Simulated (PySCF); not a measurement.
Molfile (atoms numbered from 1):
```
C5H4F4O2
     RDKit          3D

 15 15  0  0  0  0  0  0  0  0999 V2000
    1.5971   -0.1996    1.6447 O   0  0  0  0  0  0  0  0  0  0  0  0
    1.0769   -0.3438    0.5765 C   0  0  0  0  0  0  0  0  0  0  0  0
   -0.4164   -0.5590    0.4336 C   0  0  2  0  0  0  0  0  0  0  0  0
   -0.8645   -0.9961   -0.8360 O   0  0  0  0  0  0  0  0  0  0  0  0
   -1.5861    0.2160   -1.0732 C   0  0  0  0  0  0  0  0  0  0  0  0
   -1.2245    0.7513    0.3096 C   0  0  2  0  0  0  0  0  0  0  0  0
   -0.4843    1.8917    0.3204 F   0  0  0  0  0  0  0  0  0  0  0  0
    1.9265   -0.3191   -0.7152 C   0  0  0  0  0  0  0  0  0  0  0  0
    1.4140    0.5387   -1.6005 F   0  0  0  0  0  0  0  0  0  0  0  0
    3.1645    0.0516   -0.4441 F   0  0  0  0  0  0  0  0  0  0  0  0
    1.9529   -1.5299   -1.2631 F   0  0  0  0  0  0  0  0  0  0  0  0
   -0.7274   -1.2219    1.2594 H   0  0  0  0  0  0  0  0  0  0  0  0
   -1.1490    0.8140   -1.8890 H   0  0  0  0  0  0  0  0  0  0  0  0
   -2.6555    0.0354   -1.2669 H   0  0  0  0  0  0  0  0  0  0  0  0
   -2.0483    0.8553    1.0308 H   0  0  0  0  0  0  0  0  0  0  0  0
  1  2  2  0
  2  3  1  0
  3  4  1  0
  4  5  1  0
  5  6  1  0
  6  7  1  0
  2  8  1  0
  8  9  1  0
  8 10  1  0
  8 11  1  0
  6  3  1  0
  3 12  1  1
  5 13  1  0
  5 14  1  0
  6 15  1  1
M  END
```

Theoretical values (PySCF 2.14): geometry from PBE0-D3(BJ)/def2-SVP, shielding tensors at PBE0/pcSseg-1 (GIAO). One averaged value for each set of equivalent atoms, a single conformation, non-relativistic, gas phase.

Chemical shifts δ = σref − σ; TMS for 13C (184.41 ppm), all at this level.

Q: Do the 13C shifts follow the atomic charges (in e)? Tabulate both.

A: 
```json
{"atoms": "C2", "hybridisation": "sp2", "δ (ppm)": "199.6", "σ para (ppm)": "-267", "Hirshfeld": "+0.13", "IAO": "+0.33", "Mulliken": "+0.15", "ESP-fitted": "+0.39"}
{"atoms": "C8", "hybridisation": "sp3", "δ (ppm)": "120.1", "σ para (ppm)": "-181", "Hirshfeld": "+0.25", "IAO": "+0.77", "Mulliken": "+0.86", "ESP-fitted": "+0.59"}
{"atoms": "C3", "hybridisation": "sp3", "δ (ppm)": "89.9", "σ para (ppm)": "-157", "Hirshfeld": "+0.02", "IAO": "+0.02", "Mulliken": "+0.04", "ESP-fitted": "+0.12"}
{"atoms": "C6", "hybridisation": "sp3", "δ (ppm)": "88.3", "σ para (ppm)": "-146", "Hirshfeld": "+0.07", "IAO": "+0.16", "Mulliken": "+0.13", "ESP-fitted": "+0.01"}
{"atoms": "C5", "hybridisation": "sp3", "δ (ppm)": "79.6", "σ para (ppm)": "-143", "Hirshfeld": "-0.00", "IAO": "-0.07", "Mulliken": "+0.10", "ESP-fitted": "+0.14"}
```

Correlation coefficients of δ with charge over these carbons: Hirshfeld +0.51, IAO +0.44, Mulliken +0.13, ESP-fitted +0.59; with the paramagnetic shielding -1.00. Among the 4 sp3 carbons alone: Hirshfeld +0.98, IAO +0.98, Mulliken +0.95, ESP-fitted +0.91. With so few points, grouped by hybridisation, these coefficients are fragile. Charge is one influence among several: hybridisation and low-lying excitations act through the paramagnetic term.

Shifts are as computed. Against solution values, carbons near 30 ppm lie about +2 ppm off and those near 130 ppm about +5 ppm. Of 1313 compounds with measured shifts, 239 miss one by over three times the rms of a fit or turn the order of signals round; such compounds aren't used in these exercises.
